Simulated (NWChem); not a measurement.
Species: HfH$_{3}$I; SMILES [I][HfH3]

```xyz
5

Hf     0.0000     0.0000    -1.0038
I      0.0000     0.0000     1.6959
H     -1.0095     1.3894    -1.6531
H      1.7080     0.1795    -1.6531
H     -0.6985    -1.5689    -1.6531
```
Atoms are numbered in this order, from 1.

Program: NWChem. The geometry was optimised at PBE0/def2-SVP. def2 effective core potentials on I, Hf; no spin-orbit coupling. B3LYP is NWChem's, with the RPA form of VWN correlation. Vertical excitations in the gas phase; the lowest state need not have the same character in each row.

For level PBE/def2-SVP, TDA:

| Item | Result |
|---|---|
| lowest excitation, singlet (eV) | 3.87 |
| lowest triplet (eV) | 3.61 |
| orbital gap (eV) | 3.87 |

Problem. What are these values for level B3LYP/def2-SVP, TDA?

Solution. The lowest excitation, singlet (eV) comes out as 4.23. The lowest triplet (eV) is 3.94 and the orbital gap (eV) is 5.44.
